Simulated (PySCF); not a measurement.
**Radial density of Pb (lead, neutral)**

UHF, [Xe] 4f14 5d10 6s2 6p2, high-spin 3P determinant. Calculation: PySCF 2.14, in aug-cc-pVTZ-PP with ECP60MDF; a scalar-relativistic core potential. This is the valence pseudo-density: the core potential removes the inner electrons and smooths the orbitals near the nucleus.

```csv
r (bohr),4πr²ρ (e/bohr),4πr²(ρα − ρβ)
0.0194,1.776e-05,0.0000
0.0326,3.492e-05,0.0000
0.0549,5.457e-05,0.0000
0.0924,0.0001794,0.0000
0.155,0.001752,0.0000
0.261,0.03666,0.0001
0.439,1.482,0.0076
0.739,16.74,0.0661
1.24,14.44,-0.0671
2.09,3.571,0.5885
3.52,0.9236,0.6004
5.92,0.09491,0.0878
9.95,0.001118,0.0011
```

Energies and moments cover only the electrons outside the core potential. Spin-orbit coupling is strong in this species (close to jj coupling), so the high-spin LS determinant is a model state, not a physical level.

Q: Where is the radial spin density 4πr²(ρα − ρβ) most negative, and why is it negative at all?

A: Around r = 1.24 bohr, down to -0.0671 e/bohr: exchange with the open shell polarises the paired shells in an unrestricted calculation.
